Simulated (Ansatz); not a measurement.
A nudged elastic band was laid between two geometries of BrH + FGeH3 (7 atoms, charge 0, multiplicity 1).

All numbers below come from RKS PBE0-D4/def2-mTZVP (Ansatz).

```
movable images  : 9
climbing image  : yes
spring          : 5.0 eV/Å²
optimiser       : quadratic models (default)
start path      : through a guess of the saddle point
force threshold : 0.05 eV/Å
iteration limit : 60
end points      : relaxed
```

First end point:

```xyz
7
Properties=species:S:1:pos:R:3
Ge 0.326 0.000 -0.242
F -0.058 0.000 1.481
H 1.857 0.000 -0.310
H -0.303 1.277 -0.803
H -0.303 -1.277 -0.803
Br -3.353 0.000 1.965
H -1.911 0.000 2.023
```

Last end point:

```xyz
7
Properties=species:S:1:pos:R:3
Ge -0.341 0.000 -0.631
F -0.213 0.000 3.234
H 0.836 0.000 0.345
H -0.409 1.270 -1.483
H -0.409 -1.270 -1.483
Br -2.273 0.000 0.683
H -0.938 0.000 2.645
```

Problem. What changes between the two ends?

Solution. Bonds broken: Ge1–F2, Br6–H7. Bonds formed: Ge1–Br6, F2–H7. BrH + FGeH3 becomes BrGeH3 + FH.

Problem. What energy profile does the band end with?

Solution. The run converged. The highest image is number 5 of 0 to 10, 85.0 kJ/mol above the first end and 118.5 kJ/mol above the last; the last end lies 33.5 kJ/mol below the first. A vibrational analysis at the climbing image gives one clearly imaginary mode, 237i cm⁻¹: a first-order saddle point. The orbitals stay closed-shell, which can raise the energy where a bond breaks towards radicals; this wasn't checked here.

```tsv
image	path coordinate (Å)	energy (kJ/mol)	Ge1–F2 (Å)	Br6–H7 (Å)	Ge1–Br6 (Å)
0	0.00	0.0	1.76	1.44	4.29
1	0.40	0.3	1.76	1.44	4.01
2	0.79	3.2	1.77	1.45	3.65
3	1.19	19.9	1.79	1.47	3.30
4	1.59	61.1	1.88	1.58	3.00
5	1.99	85.0	2.07	1.85	2.79
6	2.42	64.0	2.37	1.99	2.57
7	2.85	21.9	2.72	2.08	2.43
8	3.29	-14.1	3.08	2.17	2.37
9	3.72	-31.1	3.47	2.30	2.34
10	4.15	-33.5	3.87	2.37	2.34
```

Problem. What is the geometry of the highest image?

Solution. 
```xyz
7
Properties=species:S:1:pos:R:3
Ge -0.144 0.000 -0.154
F -0.053 0.000 1.912
H 1.387 0.000 0.008
H -0.599 1.319 -0.769
H -0.599 -1.319 -0.769
Br -2.657 0.000 1.061
H -1.081 0.000 2.020
```

Problem. What are the harmonic wavenumbers there?

Solution. 237i, 100, 228, 345, 556, 614, 767, 808, 885, 924, 1077, 2162, 2181, 2206, 2244 cm⁻¹.

The band took 9 iterations and about 7 core-minutes.

Time of the run: 3.9 min on 2 threads of Arm Neoverse V1, on a shared host, peak memory 0.23 GiB.
